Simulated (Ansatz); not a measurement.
Cl₂F₂H₂Si₂, SMILES `F[SiH](F)[SiH](Cl)Cl`. Charge 0, multiplicity 1. The structure was optimised at the PBE0-D4/def2-TZVP level. It is one conformer, not always the lowest.

```xyz
8

F    -0.725   -2.084   -0.212
Si    0.506   -1.083   -0.163
F     1.406   -1.477    1.087
Si   -0.318    1.094    0.143
Cl   -1.295    1.613   -1.582
Cl   -1.613    1.106    1.723
H     1.310   -1.278   -1.390
H     0.728    2.110    0.395
```

(1) What is the dipole moment at B3LYP/def2-TZVPP? (Estimate.)

(2) And with PBE, r2SCAN, ωB97M-V? (An estimate is asked.)

(3) Give the Mulliken charges with B3LYP, r2SCAN, PBE in def2-TZVPP. (Estimate.)

## Answers

(1) Ansatz gave: 1.63 D, with components (1.20, 0.82, -0.74) D in this frame, pointing from negative to positive charge.

(2) The calculation gave: PBE 1.47 D, r2SCAN 1.54 D, ωB97M-V 1.60 D.

(3) Ansatz gave: 
| atom | B3LYP | r2SCAN | PBE |
| --- | --- | --- | --- |
| F1 | -0.30 | -0.30 | -0.25 |
| Si2 | 0.72 | 0.72 | 0.63 |
| F3 | -0.30 | -0.30 | -0.26 |
| Si4 | 0.43 | 0.46 | 0.37 |
| Cl5 | -0.22 | -0.22 | -0.19 |
| Cl6 | -0.21 | -0.21 | -0.18 |
| H7 | -0.08 | -0.09 | -0.08 |
| H8 | -0.05 | -0.06 | -0.05 |

B3LYP here is the variant with VWN-RPA as its local correlation; programs differ in this.
